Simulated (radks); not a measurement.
Results of a calculation; reference values are marked as such.
W1.5+, 72.5 electrons, occupied as [Xe] 4f14 6s2 5d(up 2.5, down 0) (fractional occupations, a model configuration). Level of theory: scalar-relativistic Kohn-Sham, PBE, spin-polarised, spherical densities, finite nucleus; Fermi nuclear charge, rms radius 5.3658 fm (a radial shooting solver on a logarithmic mesh with Libxc functionals).

X-ray form factor f0, the Fourier transform of the density (f0(0) = 72.5):

| sin(theta)/lambda (1/angstrom) | f0 (electrons) |
|---|---|
| 0.05 | 71.571 |
| 0.1 | 69.119 |
| 0.15 | 65.844 |
| 0.2 | 62.326 |
| 0.25 | 58.843 |
| 0.3 | 55.483 |
| 0.4 | 49.221 |
| 0.5 | 43.684 |
| 0.6 | 38.911 |
| 0.8 | 31.271 |
| 1 | 25.560 |
| 1.25 | 20.591 |
| 1.5 | 17.452 |
| 2 | 13.806 |
